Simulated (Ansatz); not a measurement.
`N=[CH][Al]([SH])[Cl]` + H–F → `N=[CH][Al]([F])[SH]` + HCl  (ligand exchange at the Al–Cl bond)

Isolated molecules relaxed with PBE0-D4/def2-TZVP in Ansatz; ΔE leaves out vibrations. CCSD(T)/CBS adds triple-zeta CCSD(T) − MP2 to the extrapolated MP2 energy (def2 sets, frozen cores). This one scheme is used for every species. DFT in def2-TZVPP. Each species was taken in one conformer, which may not be the lowest.

`N=[CH][Al]([SH])[Cl]`:

```xyz
8

N     1.120   -0.472   -1.747
C     1.263   -0.448   -0.482
Al   -0.177    0.102    0.742
S    -2.060    0.667   -0.185
Cl    0.041    0.158    2.822
H     0.184   -0.177   -2.039
H     2.251   -0.757   -0.120
H    -2.622    0.927    1.009
```

H–F:

```xyz
2

F     0.347   -0.254   -0.163
H    -0.347    0.254    0.163
```

`N=[CH][Al]([F])[SH]`:

```xyz
8

N    -0.998    1.059   -0.268
C     0.152    0.973    0.276
Al    0.859   -0.863    0.242
F     2.331   -1.219    0.890
S    -0.356   -2.392   -0.671
H    -1.373    2.011   -0.255
H     0.652    1.854    0.703
H    -1.267   -1.424   -0.916
```

HCl:

```xyz
2

Cl   -0.051   -0.620    0.149
H     0.051    0.620   -0.149
```

```csv
level,ΔE (kJ/mol)
BLYP,-35.7
CAM-B3LYP,-37.6
```

(1) What does CCSD(T)/CBS give? (Estimate.)

Largest T1 diagnostic among the species: 0.013.

## Answers

(1) The calculation gave: -25.2 kJ/mol. The listed levels differ from it by -10.5, -12.4 kJ/mol.

At CCSD(T), def2-SVP lies −14.0 kJ/mol from the extrapolated value and def2-TZVPP −2.7 kJ/mol. Leaving LDA and LC-ωPBE aside and taking each functional with its dispersion term where it has one, the values, not all of them listed here, spread over 15.2 kJ/mol, from CAM-B3LYP-D4 to HSE06-D4.
